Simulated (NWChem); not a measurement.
All runs are NWChem calculations. System: CH$_{2}$NO, charge 0, spin multiplicity 2, at a geometry optimised with UPBE0/def2-SVP. The structure started from a generated list of species. Its SCF solution wasn't tested for a lower state. Level: UMP2/def2-TZVPD, 3 core orbitals frozen.

Output (cleaned and shortened):

```
             Northwest Computational Chemistry Package (NWChem) 7.3.0
             --------------------------------------------------------

                                NWChem Input Module
                                -------------------

 Scaling coordinates for geometry "geometry" by  1.889725989
 (inverse scale =  0.529177249)

 Turning off AUTOSYM since
 SYMMETRY directive was detected!

                             Geometry "geometry" -> ""
                             -------------------------

 Output coordinates in angstroms (scale by  1.889725989 to convert to a.u.)

  No.       Tag          Charge          X              Y              Z
 ---- ---------------- ---------- -------------- -------------- --------------
    1 N                    7.0000     1.08257100    -0.02762100     0.00000000
    2 C                    6.0000    -0.18385300     0.39334200     0.00000000
    3 O                    8.0000    -1.20310200    -0.22313800     0.00000000
    4 H                    1.0000     1.30971300    -1.02114600     0.00000000
    5 H                    1.0000     1.84022200     0.63954400     0.00000000

 Effective nuclear repulsion energy (a.u.)      64.5476026255

            Nuclear Dipole moment (a.u.)
            ----------------------------
        X                 Y               Z
 ---------------- ---------------- ----------------
    -0.0000037795    -0.0000018897     0.0000000000

      Symmetry information
      --------------------

 Group name             Cs
 Group number              2
 Group order               2
 No. of unique centers     5

      Symmetry unique atoms

     1    2    3    4    5


 Summary of "ao basis" -> "" (spherical)
 ------------------------------------------------------------------------------
       Tag                 Description            Shells   Functions and Types
 ---------------- ------------------------------  ------  ---------------------
 *                         def2-tzvpd                 on all atoms

 Summary of "ao basis" -> "ao basis" (spherical)
 ------------------------------------------------------------------------------
       Tag                 Description            Shells   Functions and Types
 ---------------- ------------------------------  ------  ---------------------
 N                         def2-tzvpd               13       37   6s3p3d1f
 C                         def2-tzvpd               13       37   6s3p3d1f
 O                         def2-tzvpd               14       40   6s4p3d1f
 H                         def2-tzvpd                5        9   3s2p

                                 NWChem SCF Module
                                 -----------------

  ao basis        = "ao basis"
  functions       =   132
  atoms           =     5
  alpha electrons =    12
  beta  electrons =    11
  charge          =   0.00
  wavefunction    = UHF
  use symmetry    = T
  symmetry adapt  = T

 Summary of "ao basis" -> "ao basis" (spherical)
 ------------------------------------------------------------------------------
       Tag                 Description            Shells   Functions and Types
 ---------------- ------------------------------  ------  ---------------------
 N                         def2-tzvpd               13       37   6s3p3d1f
 C                         def2-tzvpd               13       37   6s3p3d1f
 O                         def2-tzvpd               14       40   6s4p3d1f
 H                         def2-tzvpd                5        9   3s2p

      Symmetry analysis of basis
      --------------------------

        a'         91
        a"         41

 Forming initial guess at       0.1s

   Symmetry analysis of molecular orbitals - initial alpha
   -------------------------------------------------------

  Numbering of irreducible representations:

     1 a'          2 a"

  Orbital symmetries:

     1 a'          2 a'          3 a'          4 a'          5 a'
     6 a'          7 a'          8 a'          9 a"         10 a'
    11 a"         12 a'         13 a'         14 a"         15 a'
    16 a'         17 a"         18 a'         19 a'         20 a'
    21 a"         22 a'

   Symmetry analysis of molecular orbitals - initial beta
[...]
  Mulliken analysis of the total density
  --------------------------------------

    Atom       Charge   Shell Charges
 -----------   ------   -------------------------------------------------------
    1 N    7     7.32   0.82  1.16  0.50  0.83  0.09 -0.04  1.54  1.80  0.58  0.01  0.03 -0.00  0.00
    2 C    6     5.62   0.86  1.12  0.54  0.54  0.16  0.03  1.12  0.94  0.08  0.06  0.15  0.02  0.02
    3 O    8     8.49   0.79  1.18  0.58  0.94  0.38  0.02  1.83  1.93  0.76  0.03  0.00  0.03  0.01  0.00
    4 H    1     0.79   0.25  0.40  0.10  0.04  0.01
    5 H    1     0.78   0.25  0.40  0.08  0.04 -0.00

  Mulliken analysis of the alpha density
  --------------------------------------

    Atom       Charge   Shell Charges
 -----------   ------   -------------------------------------------------------
    1 N    7     3.66   0.41  0.58  0.26  0.42  0.04 -0.02  0.78  0.90  0.27  0.00  0.02  0.00  0.00
    2 C    6     3.17   0.43  0.56  0.30  0.32  0.12  0.02  0.67  0.57  0.06  0.03  0.08  0.01  0.01
    3 O    8     4.36   0.40  0.59  0.30  0.48  0.18  0.01  0.98  1.01  0.37  0.01  0.00  0.02  0.00  0.00
    4 H    1     0.42   0.13  0.21  0.06  0.02  0.00
    5 H    1     0.39   0.13  0.20  0.04  0.02 -0.00

   Mulliken analysis of the beta density
   -------------------------------------

    Atom       Charge   Shell Charges
 -----------   ------   -------------------------------------------------------
    1 N    7     3.66   0.41  0.58  0.24  0.41  0.05 -0.02  0.76  0.90  0.31  0.00  0.01 -0.00  0.00
    2 C    6     2.44   0.43  0.56  0.24  0.22  0.05  0.00  0.45  0.37  0.02  0.03  0.07  0.01  0.01
    3 O    8     4.13   0.40  0.59  0.29  0.47  0.19  0.01  0.84  0.92  0.39  0.02  0.00  0.02  0.00  0.00
    4 H    1     0.37   0.12  0.19  0.04  0.02  0.00
    5 H    1     0.39   0.13  0.20  0.04  0.02  0.00

   Mulliken analysis of the spin density
   -------------------------------------

    Atom       Charge   Shell Charges
 -----------   ------   -------------------------------------------------------
    1 N    7     0.00   0.00 -0.00  0.01  0.01 -0.02 -0.00  0.02  0.01 -0.03  0.00  0.01  0.00  0.00
    2 C    6     0.73   0.00 -0.00  0.06  0.09  0.07  0.02  0.23  0.20  0.04  0.00  0.01  0.00 -0.00
    3 O    8     0.22   0.00 -0.00  0.01  0.01 -0.01 -0.00  0.14  0.10 -0.02 -0.00 -0.00 -0.00 -0.00 -0.00
    4 H    1     0.06   0.01  0.03  0.02 -0.00 -0.00
    5 H    1    -0.01  -0.00 -0.00 -0.00  0.00 -0.00

       Multipole analysis of the density wrt the origin
       ------------------------------------------------

     L   x y z        total         alpha         beta         nuclear
     -   - - -        -----         -----         ----         -------
     0   0 0 0     -0.000000    -12.000000    -11.000000     23.000000

     1   1 0 0      1.600413      1.074293      0.526124     -0.000004
     1   0 1 0      0.034109     -0.497852      0.531963     -0.000002
     1   0 0 1      0.000000      0.000000      0.000000      0.000000

     2   2 0 0    -12.312584    -51.942885    -49.960317     89.590618
     2   1 1 0     -0.421580     -2.465014     -2.755871      4.799305
     2   1 0 1      0.000000      0.000000     -0.000000      0.000000
     2   0 2 0    -11.808776    -12.594944     -9.154705      9.940873
     2   0 1 1     -0.000000     -0.000000     -0.000000      0.000000
     2   0 0 2    -13.497040     -7.059766     -6.437273      0.000000

                   NWChem MP2 Semi-direct Energy/Gradient Module
                   ---------------------------------------------

  Basis functions       =    132
  Molecular orbitals    =    132
  Frozen core           =      3
  Frozen virtuals       =      0
  Active alpha occupied =      9
  Active beta occupied  =      8
  Active alpha virtual  =    120
  Active beta virtual   =    121
  Use MO symmetry       = T
  Use skeleton AO sym   = T

  AO/Fock/Back tols     =   1.0D-09  1.0D-09  1.0D-09

 GA uses MA = F    GA memory limited = T

 Available:
  local mem=  1.26D+08
 global mem=  1.44D+08
 local disk=  0.00D+00
  mp2_memr nvloc                   120
  nvloc new                   120
   1 passes of   9:        5242880                      89523                  32108444.
   1 passes of   9: M    126151840           G      144144352           F     120908960.

 Semi-direct pass number   1 of   1  for UHF alpha       at       11.1s
  vrange nnbf                  8736
  mp2_eaftype                   122  avail_ma_in_mb                  1099
 EAF : mp2_eaftype filesize         122   16054222.
  mp2_eaf for mointskh                    122
Node 0 wrote     75.5 Mb in      0.1 s     Agg I/O rate:  1357.3 Mb/s
 Done moints_semi at       16.7s
  mp2_eaftype                   122  avail_ma_in_mb                   977
 EAF : mp2_eaftype filesize         122   16054222.
  mp2_eaf for kh                   122
 Done maket at       17.1s
 Done multipass loop at       17.1s

 GA uses MA = F    GA memory limited = T

 Available:
  local mem=  1.26D+08
 global mem=  1.44D+08
 local disk=  0.00D+00
  mp2_memr nvloc                   121
  nvloc new                   121
   1 passes of   8:        5242880                      83925                  28781775.
   1 passes of   8: M    126151840           G      144144352           F     120908960.

 Semi-direct pass number   1 of   1  for UHF beta        at       17.2s
  vrange nnbf                  8736
  mp2_eaftype                   109  avail_ma_in_mb                  1099
 EAF : mp2_eaftype filesize         109   14390888.
  mp2_eaf for mointskh                    109
Node 0 wrote     67.7 Mb in      0.0 s     Agg I/O rate:  1451.0 Mb/s
 Done moints_semi at       23.1s
  mp2_eaftype                   109  avail_ma_in_mb                   990
 EAF : mp2_eaftype filesize         109   14390888.
  mp2_eaf for kh                   109
 Done maket at       23.5s
 Done multipass loop at       23.5s

          -------------------------------------------
          SCF energy                -168.382606264793
          Correlation energy          -0.569591281582
          Singlet pairs                0.000000000000
          Triplet pairs                0.000000000000
          Total MP2 energy          -168.952197546375
          -------------------------------------------

          ---------------------------------------------------
                    Spin Component Scaled (SCS) MP2
          Same spin pairs                     -0.148265431841
          Same spin scaling factor             0.333333333333
          Opposite spin pairs                 -0.421325849741
          Opposite spin scaling fact.          1.200000000000
          SCS-MP2 correlation energy          -0.555012830303
          Total SCS-MP2 energy              -168.937619095096
          ---------------------------------------------------

 -----------------------
 Performance information
 -----------------------

 Timer overhead =  1.99D-07 seconds/call

               Nr. of calls         CPU time (s)                 Wall time (s)                GFlops
             ---------------    -------------------     ------------------------------   -------------------
Name         Min   Avg   Max    Min     Avg     Max     Min     Avg     Max   Mx/calls   Min     Max     Sum
mp2: moin     2     2     2    12.     12.     12.      12.     12.     12.     5.8      0.0     0.0     0.0
mp2: make     2     2     2   0.81    0.81    0.81     0.81    0.81    0.81    0.41      0.0     0.0     0.0
mp2: tota     1     1     1    12.     12.     12.      12.     12.     12.     12.      0.0     0.0     0.0

 The average no. of pstat calls per process was 5.00D+00
 with a timing overhead of 9.97D-07s

 Task  times  cpu:       23.5s     wall:       23.5s

 Total times  cpu:       23.5s     wall:       23.5s
```

**Question.** Write an NWChem input that would produce this output.

**Answer.** One answer among several that fit: 
```
start mol
memory heap 200 mb stack 900 mb global 1100 mb
geometry units angstroms nocenter noautoz
  N      1.082571    -0.027621     0.000000
  C     -0.183853     0.393342     0.000000
  O     -1.203102    -0.223138     0.000000
  H      1.309713    -1.021146     0.000000
  H      1.840222     0.639544     0.000000
  symmetry group Cs
end
basis spherical
  * library def2-tzvpd
end
scf
  uhf
  nopen 1
  maxiter 100
  thresh 1e-7
  semidirect memsize 60000000 filesize 0
  # guess.movecs holds the orbitals of an unrestricted PBE0 run
  vectors input guess.movecs output mol.movecs
end
mp2
  freeze core 3
end
task mp2 energy
```
